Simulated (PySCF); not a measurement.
Isomers of C6H9FO2Si.

All values: PBE0/pcSseg-1 (PySCF) at GFN2-xTB geometries, gas phase, one conformer each.

Task: Rank by the highest Hirshfeld charge on any atom, highest value first.
A. `[CH3:1]/[CH:2]=[C:3]1/[SiH2:4][C@@H:5]([C:6](=[O:7])[OH:8])[C@@H:9]1[F:10]` with Si4–C5–C6–O7 81°, C5–C6–O8–H 178°
B. `[O:1]=[C:2]([OH:3])[C:4]1=[CH:5][C@H:6]1[SiH2:7][CH2:8][CH2:9][F:10]` with O1–C2–O3–H 1°, O1–C2–C4–C5 -4°, C5–C6–Si7–C8 129°, C6–Si7–C8–C9 46°, Si7–C8–C9–F10 51°
C. `[CH2:1]=[CH:2][CH2:3][O:4][C@@H:5]1[CH:6]=[C:7]([F:8])[SiH2:9][O:10]1` with C1–C2–C3–O4 -20°, C2–C3–O4–C5 -89°, C3–O4–C5–C6 -179°
D. `[O:1]=[C:2]([OH:3])[C:4]1=[CH:5][C@@H:6]1[CH2:7][CH2:8][SiH2:9][F:10]` with O1–C2–O3–H 0°, O1–C2–C4–C5 142°, C5–C6–C7–C8 -138°, C6–C7–C8–Si9 180°, C7–C8–Si9–F10 57°
E. `[CH3:1][C:2]#[C:3][SiH2:4][O:5][C@@H:6]1[CH2:7][C@H:8]([F:9])[O:10]1` with C3–Si4–O5–C6 -176°, Si4–O5–C6–C7 86°
F. `[CH2:1]=[CH:2][CH2:3][C:4]1=[C:5]([O:6][SiH2:7][OH:8])[C@H:9]1[F:10]` with C1–C2–C3–C4 -114°, C2–C3–C4–C5 -123°, C4–C5–O6–Si7 172°, C5–O6–Si7–O8 176°, O6–Si7–O8–H 35°

Result: F (+0.478 e), D (+0.432 e), C (+0.411 e), E (+0.397 e), A (+0.355 e), B (+0.326 e).

Task: Rank by dipole moment, highest first.
A. `[O:1]=[C:2]([OH:3])[C:4]1=[CH:5][C@H:6]1[SiH2:7][CH2:8][CH2:9][F:10]` with O1–C2–O3–H 1°, O1–C2–C4–C5 -4°, C5–C6–Si7–C8 129°, C6–Si7–C8–C9 46°, Si7–C8–C9–F10 51°
B. `[CH3:1][O:2][Si@@H:3]1[CH2:4][C:5]([C:6]([CH3:7])=[O:8])=[C:9]1[F:10]` with C1–O2–Si3–C4 175°, C4–C5–C6–C7 -175°
C. `[CH3:1][C:2]#[C:3][SiH2:4][O:5][C@@H:6]1[CH2:7][C@H:8]([F:9])[O:10]1` with C3–Si4–O5–C6 -176°, Si4–O5–C6–C7 86°
D. `[O:1]=[C:2]([OH:3])[C:4]1=[CH:5][C@@H:6]1[CH2:7][CH2:8][SiH2:9][F:10]` with O1–C2–O3–H 0°, O1–C2–C4–C5 142°, C5–C6–C7–C8 -138°, C6–C7–C8–Si9 180°, C7–C8–Si9–F10 57°
E. `[CH2:1]=[CH:2][CH2:3][O:4][C@@H:5]1[CH:6]=[C:7]([F:8])[SiH2:9][O:10]1` with C1–C2–C3–O4 -20°, C2–C3–O4–C5 -89°, C3–O4–C5–C6 -179°
F. `[CH2:1]=[CH:2][C@:3]1([O:4][CH3:5])[CH:6]=[C:7]([F:8])[SiH2:9][O:10]1` with C1–C2–C3–O4 -133°, C2–C3–O4–C5 62°

Result: B (4.28 D), D (2.90 D), C (2.24 D), F (1.63 D), E (1.44 D), A (0.87 D).

Task: Rank by HOMO–LUMO gap, highest first.
A. `[CH2:1]=[CH:2][CH2:3][O:4][C@@H:5]1[CH:6]=[C:7]([F:8])[SiH2:9][O:10]1` with C1–C2–C3–O4 -20°, C2–C3–O4–C5 -89°, C3–O4–C5–C6 -179°
B. `[O:1]=[C:2]([OH:3])[C:4]1=[CH:5][SiH2:6][C@@H:7]1[CH2:8][CH2:9][F:10]` with O1–C2–O3–H 0°, O1–C2–C4–C5 178°, Si6–C7–C8–C9 76°, C7–C8–C9–F10 -63°
C. `[CH3:1][O:2][Si@@H:3]1[CH2:4][C:5]([C:6]([CH3:7])=[O:8])=[C:9]1[F:10]` with C1–O2–Si3–C4 175°, C4–C5–C6–C7 -175°
D. `[O:1]=[C:2]([OH:3])[C:4]1=[CH:5][C@@H:6]1[CH2:7][CH2:8][SiH2:9][F:10]` with O1–C2–O3–H 0°, O1–C2–C4–C5 142°, C5–C6–C7–C8 -138°, C6–C7–C8–Si9 180°, C7–C8–Si9–F10 57°
E. `[CH2:1]=[CH:2][CH2:3][C:4]1=[C:5]([O:6][SiH2:7][OH:8])[C@H:9]1[F:10]` with C1–C2–C3–C4 -114°, C2–C3–C4–C5 -123°, C4–C5–O6–Si7 172°, C5–O6–Si7–O8 176°, O6–Si7–O8–H 35°
F. `[CH3:1]/[CH:2]=[C:3]1/[SiH2:4][C@@H:5]([C:6](=[O:7])[OH:8])[C@@H:9]1[F:10]` with Si4–C5–C6–O7 81°, C5–C6–O8–H 178°

Result: E (7.29 eV), A (7.12 eV), F (6.78 eV), B (6.30 eV), D (5.94 eV), C (5.55 eV).

All values together:

| SMILES | μ (D) | HOMO (eV) | LUMO (eV) | lowest IAO charge (e) | highest IAO charge (e) | lowest Hirshfeld charge (e) | highest Hirshfeld charge (e) |
| --- | --- | --- | --- | --- | --- | --- | --- |
| C=C[C@]1(OC)C=C(F)[SiH2]O1 | 1.63 | -7.48 | -0.65 | -0.659 (O) | +1.000 (Si) | -0.216 (O) | +0.414 (Si) |
| C/C=C1/[SiH2][C@@H](C(=O)O)[C@@H]1F | 2.14 | -7.63 | -0.85 | -0.491 (O) | +0.752 (Si) | -0.278 (O) | +0.355 (Si) |
| C=CCC1=C(O[SiH2]O)[C@H]1F | 1.99 | -7.21 | 0.08 | -0.791 (O) | +1.243 (Si) | -0.306 (O) | +0.478 (Si) |
| CC#C[SiH2]O[C@@H]1C[C@H](F)O1 | 2.24 | -7.64 | 0.15 | -0.614 (O) | +1.004 (Si) | -0.215 (O) | +0.397 (Si) |
| O=C(O)C1=C[SiH2][C@@H]1CCF | 0.94 | -7.99 | -1.69 | -0.480 (O) | +0.747 (Si) | -0.263 (O) | +0.344 (Si) |
| O=C(O)C1=C[C@H]1[SiH2]CCF | 0.87 | -7.31 | -2.02 | -0.556 (C) | +0.749 (Si) | -0.269 (O) | +0.326 (Si) |
| CO[Si@@H]1CC(C(C)=O)=C1F | 4.28 | -7.24 | -1.69 | -0.621 (O) | +1.121 (Si) | -0.235 (O) | +0.428 (Si) |
| O=C(O)C1=C[C@@H]1CC[SiH2]F | 2.90 | -7.63 | -1.69 | -0.567 (C) | +1.091 (Si) | -0.260 (O) | +0.432 (Si) |
| C=CCO[C@@H]1C=C(F)[SiH2]O1 | 1.44 | -7.38 | -0.26 | -0.661 (O) | +0.995 (Si) | -0.232 (O) | +0.411 (Si) |

Conformers: `[CH2:1]=[CH:2][C@:3]1([O:4][CH3:5])[CH:6]=[C:7]([F:8])[SiH2:9][O:10]1` with C1–C2–C3–O4 -133°, C2–C3–O4–C5 62°; `[CH3:1]/[CH:2]=[C:3]1/[SiH2:4][C@@H:5]([C:6](=[O:7])[OH:8])[C@@H:9]1[F:10]` with Si4–C5–C6–O7 81°, C5–C6–O8–H 178°; `[CH2:1]=[CH:2][CH2:3][C:4]1=[C:5]([O:6][SiH2:7][OH:8])[C@H:9]1[F:10]` with C1–C2–C3–C4 -114°, C2–C3–C4–C5 -123°, C4–C5–O6–Si7 172°, C5–O6–Si7–O8 176°, O6–Si7–O8–H 35°; `[CH3:1][C:2]#[C:3][SiH2:4][O:5][C@@H:6]1[CH2:7][C@H:8]([F:9])[O:10]1` with C3–Si4–O5–C6 -176°, Si4–O5–C6–C7 86°; `[O:1]=[C:2]([OH:3])[C:4]1=[CH:5][SiH2:6][C@@H:7]1[CH2:8][CH2:9][F:10]` with O1–C2–O3–H 0°, O1–C2–C4–C5 178°, Si6–C7–C8–C9 76°, C7–C8–C9–F10 -63°; `[O:1]=[C:2]([OH:3])[C:4]1=[CH:5][C@H:6]1[SiH2:7][CH2:8][CH2:9][F:10]` with O1–C2–O3–H 1°, O1–C2–C4–C5 -4°, C5–C6–Si7–C8 129°, C6–Si7–C8–C9 46°, Si7–C8–C9–F10 51°; `[CH3:1][O:2][Si@@H:3]1[CH2:4][C:5]([C:6]([CH3:7])=[O:8])=[C:9]1[F:10]` with C1–O2–Si3–C4 175°, C4–C5–C6–C7 -175°; `[O:1]=[C:2]([OH:3])[C:4]1=[CH:5][C@@H:6]1[CH2:7][CH2:8][SiH2:9][F:10]` with O1–C2–O3–H 0°, O1–C2–C4–C5 142°, C5–C6–C7–C8 -138°, C6–C7–C8–Si9 180°, C7–C8–Si9–F10 57°; `[CH2:1]=[CH:2][CH2:3][O:4][C@@H:5]1[CH:6]=[C:7]([F:8])[SiH2:9][O:10]1` with C1–C2–C3–O4 -20°, C2–C3–O4–C5 -89°, C3–O4–C5–C6 -179°.
